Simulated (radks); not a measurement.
Spin polarisation of the 5d8 shell in Au3+. Start: [Xe] 4f14 5d(up 4, down 4); electrons of 5d are moved from spin down to spin up, other shells keep equal spins. Method: scalar-relativistic Kohn-Sham, PBEsol, spin-polarised, spherical densities, finite nucleus; Fermi nuclear charge, rms radius of each element as measured or else 0.836 A^(1/3) + 0.57 fm; computed with a radial shooting solver on a logarithmic mesh with Libxc functionals.

moment (Bohr magnetons)	E - E(0) (eV)	e(5d up) (eV)	e(5d down) (eV)	5p down minus up (eV)	4f down minus up (eV)
0	0.000	-40.659	-40.659	0.000	0.000
0.5	-0.044	-40.834	-40.478	0.319	0.062
1	-0.178	-41.001	-40.288	0.639	0.124
1.5	-0.401	-41.161	-40.091	0.959	0.186
2	-0.713	-41.315	-39.885	1.280	0.249

At moment 2 the spin-polarisation energy is -0.713 eV and the 5d exchange splitting 1.431 eV, that is 0.715 eV per Bohr magneton; E = -I m^2/4 would give I = 0.713 eV.
